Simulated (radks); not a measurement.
Question: All-electron atom: Bi XX in [Kr] 4d10 4f14 5s2 5p2. Method: scalar-relativistic Kohn-Sham, BLYP, spin-polarised, spherical densities, finite nucleus; open shells are filled with parallel spins first (spin-orbit coupling, left out, can overturn this in heavy ions); Fermi nuclear charge, rms radius 5.5211 fm; computed with a radial shooting solver on a logarithmic mesh with Libxc functionals. Some entries of the table are withheld. Estimate them.

| orbital | occ. | eigenvalue (eV) | <r^2> (bohr^2) |
|---|---|---|---|
| 1s up | 1 | -91070.34 | 0.0003463 |
| 1s down | 1 | -91069.88 | 0.0003463 |
| 2s up | 1 | -16724.45 | 0.005243 |
| 2s down | 1 | -16724.21 | 0.005243 |
| 2p up | 3 | -14377.33 | 0.004483 |
| 2p down | 3 | -14376.96 | 0.004483 |
| 3s up | 1 | -4360.965 | 0.03366 |
| 3s down | 1 | -4360.681 | 0.03366 |
| 3p up | 3 | -3689.803 | 0.03495 |
| 3p down | 3 | -3689.481 | 0.03495 |
| 3d up | 5 | -3015.100 | 0.02894 |
| 3d down | 5 | -3014.783 | 0.02894 |
| 4s up | 1 | -1323.190 | 0.1592 |
| 4s down | 1 | -1322.628 | 0.1591 |
| 4p up | 3 | -1102.120 | 0.1818 |
| 4p down | 3 | -1101.506 | 0.1816 |
| 4d up | 5 | -849.1989 | 0.2010 |
| 4d down | 5 | -848.4675 | 0.2005 |
| 4f up | 7 | -570.1478 | 0.2138 |
| 4f down | 7 | -569.2453 | 0.2124 |
| 5s up | 1 | -546.5856 | (1) |
| 5s down | 1 | -542.6571 | (2) |
| 5p up | 2 | -473.6934 | 0.7778 |
| 5p down | 0 | -469.5406 | 0.7787 |

Answer: 
(1) 5s up <r^2> (bohr^2): 0.6565
(2) 5s down <r^2> (bohr^2): 0.6550
